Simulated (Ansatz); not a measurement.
C3H5B, SMILES `CB1C=C1`. Charge 0, multiplicity 1.

```xyz
9

C     1.0165    1.0651   -0.0360
B    -0.0432   -0.0676   -0.0183
C    -1.3127   -0.6832   -0.4429
C    -0.5866   -1.3445    0.4772
H     0.7615    1.7922    0.7435
H     2.0216    0.7028    0.1899
H     1.0391    1.6097   -0.9820
H    -2.2458   -0.8108   -0.9764
H    -0.6505   -2.2637    1.0451
```

What are the harmonic wavenumbers in cm⁻¹ at PBE0-D4/def2-TZVP (Ansatz, finite differences of forces, unscaled)? (Estimate.)

Ansatz gave: 35, 307, 323, 693, 731, 839, 896, 913, 977, 1030, 1208, 1306, 1408, 1449, 1466, 1620, 3045, 3111, 3136, 3207, 3230.

Is this a minimum?

Yes, all 21 modes are real.

Give the ideal-gas thermochemistry at 298.15 K and 1 bar (rigid rotor, harmonic oscillator; point group Cs, symmetry number 1).

Zero-point energy 185.0 kJ/mol; H(298) − E = 200.6 kJ/mol; entropy 296.7 J/(mol·K), of which translation 158.1, rotation 98.6, vibration 40.0; G(298) − E = 112.2 kJ/mol. Modes under 100 cm⁻¹ are hindered rotations or soft bends, so the harmonic entropy is rough.

And at 400, 500, 600, 800 and 1000 K?


```csv
T (K),H − E (kJ/mol),S (J/mol/K),G − E (kJ/mol)
400,209.2,321.2,80.7
500,219.2,343.6,47.4
600,230.7,364.4,12.0
800,256.8,401.9,-64.7
1000,286.3,434.8,-148.4
```
